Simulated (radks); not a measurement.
The numbers below are computed, except where a source is named.
Species: Ru XIV. Configuration: [Ar] 3d10 4s1 4p(1/2: 2, 3/2: 0) (not the ground configuration). Code: a radial shooting solver on a logarithmic mesh with Libxc functionals. Model: Dirac Kohn-Sham, relativistic LDA (MacDonald-Vosko exchange, VWN5 correlation), spin-unpolarised, spherical densities, finite nucleus; Fermi nuclear charge, rms radius 4.4809 fm.

Spin-orbit splittings of the eigenvalues, e(l+1/2) - e(l-1/2), with zeta = 2 splitting/(2l+1) and mean radii in bohr:

shell  occ.  splitting (eV)  zeta (eV)  <r> j=l-1/2  <r> j=l+1/2
2p        6           130.0      86.68       0.1238       0.1285
3p        6           22.51      15.01       0.3928       0.4031
3d       10           4.467      1.787       0.3757       0.3790
4p        2           5.184      3.456       0.9345       0.9513
